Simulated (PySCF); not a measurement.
C₃H₃ (SMILES C#C[CH2]), doublet (typed; the unrestricted solution is spin-contaminated), geometry from GFN2-xTB; HF/def2-SVP run with PySCF.

Input for PySCF:
```python
from pyscf import gto, scf

mol = gto.Mole()
mol.atom = '''
    C     0.00115726    0.01003220    0.11038988
    C     0.01388675    0.12038277    1.32463807
    C    -0.01295680   -0.11232118   -1.23593195
    H     0.02483153    0.21526197    2.36864642
    H     0.90225786   -0.24555186   -1.78366465
    H    -0.93961264   -0.07827287   -1.77955781
'''
mol.basis = 'def2-svp'
mol.spin = 1
mol.verbose = 4
mol.build()

mf = scf.UHF(mol)
mf.diis_space = 2
mf.kernel()
```

What the program printed (banner, timings and long lists left out):

```
PySCF version 2.14.0

[INPUT] verbose = 4
[INPUT] num. atoms = 6
[INPUT] num. electrons = 21
[INPUT] charge = 0
[INPUT] spin (= nelec alpha-beta = 2S) = 1
[INPUT] symmetry False subgroup None
[INPUT] Mole.unit = angstrom
[INPUT] Symbol           X                Y                Z      unit          X                Y                Z       unit  Magmom
[...]
nuclear repulsion = 53.8286223922922
number of shells = 27
number of NR pGTOs = 93
number of NR cGTOs = 57
basis = def2-svp
ecp = {}

******** <class 'pyscf.scf.uhf.UHF'> ********
method = UHF
initial guess = minao
damping factor = 0
level_shift factor = 0
DIIS = <class 'pyscf.scf.diis.CDIIS'>
diis_start_cycle = 1
diis_space = 2
diis_damp = 0
SCF conv_tol = 1e-09
SCF conv_tol_grad = None
SCF max_cycles = 50
direct_scf = True
direct_scf_tol = 1e-13
number electrons alpha = 11  beta = 10
Set gradient conv threshold to 3.16228e-05
init E= -115.60703074287

cycle= 1 E= -115.110001023056  delta_E= 0.497  |g|= 0.224  |ddm|= 1.78
cycle= 2 E= -115.152796626579  delta_E= -0.0428  |g|= 0.0781  |ddm|= 0.346
cycle= 3 E= -115.160024118174  delta_E= -0.00723  |g|= 0.0415  |ddm|= 0.164
cycle= 4 E= -115.162066800034  delta_E= -0.00204  |g|= 0.027  |ddm|= 0.0562
cycle= 5 E= -115.163119941087  delta_E= -0.00105  |g|= 0.0197  |ddm|= 0.0354
cycle= 6 E= -115.163819149762  delta_E= -0.000699  |g|= 0.0152  |ddm|= 0.0309
cycle= 7 E= -115.164285031658  delta_E= -0.000466  |g|= 0.0123  |ddm|= 0.0257
cycle= 8 E= -115.164565767079  delta_E= -0.000281  |g|= 0.0104  |ddm|= 0.0184
cycle= 9 E= -115.164774200519  delta_E= -0.000208  |g|= 0.00904  |ddm|= 0.0152
cycle= 10 E= -115.164979727842  delta_E= -0.000206  |g|= 0.00799  |ddm|= 0.0168
cycle= 11 E= -115.165158058359  delta_E= -0.000178  |g|= 0.00698  |ddm|= 0.0166
cycle= 12 E= -115.165280368914  delta_E= -0.000122  |g|= 0.00623  |ddm|= 0.0128
cycle= 13 E= -115.165364154307  delta_E= -8.38e-05  |g|= 0.00555  |ddm|= 0.00976
cycle= 14 E= -115.165445386668  delta_E= -8.12e-05  |g|= 0.00496  |ddm|= 0.0105
cycle= 15 E= -115.165519045501  delta_E= -7.37e-05  |g|= 0.00433  |ddm|= 0.0108
cycle= 16 E= -115.165571525788  delta_E= -5.25e-05  |g|= 0.00382  |ddm|= 0.00887
cycle= 17 E= -115.165603415868  delta_E= -3.19e-05  |g|= 0.00337  |ddm|= 0.00609
cycle= 18 E= -115.165631591048  delta_E= -2.82e-05  |g|= 0.003  |ddm|= 0.00598
cycle= 19 E= -115.16565738722  delta_E= -2.58e-05  |g|= 0.00261  |ddm|= 0.00626
cycle= 20 E= -115.165677664523  delta_E= -2.03e-05  |g|= 0.00228  |ddm|= 0.00572
[...]
cycle= 22 E= -115.165698723764  delta_E= -9.29e-06  |g|= 0.00176  |ddm|= 0.00337
cycle= 23 E= -115.165706957141  delta_E= -8.23e-06  |g|= 0.00153  |ddm|= 0.0034
cycle= 24 E= -115.165714106223  delta_E= -7.15e-06  |g|= 0.00133  |ddm|= 0.00344
cycle= 25 E= -115.165718410806  delta_E= -4.3e-06  |g|= 0.00115  |ddm|= 0.00242
cycle= 26 E= -115.165721426952  delta_E= -3.02e-06  |g|= 0.00101  |ddm|= 0.00192
cycle= 27 E= -115.165723939055  delta_E= -2.51e-06  |g|= 0.000882  |ddm|= 0.00181
cycle= 28 E= -115.165726273595  delta_E= -2.33e-06  |g|= 0.000764  |ddm|= 0.00195
cycle= 29 E= -115.165727820346  delta_E= -1.55e-06  |g|= 0.000655  |ddm|= 0.00152
cycle= 30 E= -115.165728810389  delta_E= -9.9e-07  |g|= 0.000575  |ddm|= 0.00111
cycle= 31 E= -115.165729566584  delta_E= -7.56e-07  |g|= 0.000501  |ddm|= 0.000961
cycle= 32 E= -115.165730286429  delta_E= -7.2e-07  |g|= 0.000436  |ddm|= 0.00105
cycle= 33 E= -115.165730822588  delta_E= -5.36e-07  |g|= 0.000371  |ddm|= 0.000923
cycle= 34 E= -115.165731155675  delta_E= -3.33e-07  |g|= 0.000324  |ddm|= 0.000666
cycle= 35 E= -115.165731384623  delta_E= -2.29e-07  |g|= 0.000282  |ddm|= 0.000519
cycle= 36 E= -115.165731599132  delta_E= -2.15e-07  |g|= 0.000247  |ddm|= 0.000554
cycle= 37 E= -115.165731775913  delta_E= -1.77e-07  |g|= 0.00021  |ddm|= 0.000536
cycle= 38 E= -115.165731890288  delta_E= -1.14e-07  |g|= 0.000182  |ddm|= 0.000407
cycle= 39 E= -115.165731961067  delta_E= -7.08e-08  |g|= 0.000158  |ddm|= 0.000287
cycle= 40 E= -115.165732024283  delta_E= -6.32e-08  |g|= 0.000139  |ddm|= 0.00029
cycle= 41 E= -115.165732079589  delta_E= -5.53e-08  |g|= 0.000118  |ddm|= 0.000296
cycle= 42 E= -115.165732118879  delta_E= -3.93e-08  |g|= 0.000102  |ddm|= 0.000248
cycle= 43 E= -115.165732141555  delta_E= -2.27e-08  |g|= 8.86e-05  |ddm|= 0.000165
cycle= 44 E= -115.165732160302  delta_E= -1.87e-08  |g|= 7.78e-05  |ddm|= 0.000154
cycle= 45 E= -115.165732176881  delta_E= -1.66e-08  |g|= 6.68e-05  |ddm|= 0.000157
cycle= 46 E= -115.16573219007  delta_E= -1.32e-08  |g|= 5.76e-05  |ddm|= 0.000147
cycle= 47 E= -115.165732197647  delta_E= -7.58e-09  |g|= 4.96e-05  |ddm|= 9.87e-05
cycle= 48 E= -115.165732203304  delta_E= -5.66e-09  |g|= 4.36e-05  |ddm|= 8.34e-05
cycle= 49 E= -115.165732208154  delta_E= -4.85e-09  |g|= 3.76e-05  |ddm|= 8.17e-05
cycle= 50 E= -115.165732212411  delta_E= -4.26e-09  |g|= 3.24e-05  |ddm|= 8.4e-05
SCF not converged.
SCF energy = -115.165732212411 after 50 cycles  <S^2> = 0.95971361  2S+1 = 2.1997396
```

The run did not converge; its last values are not results.
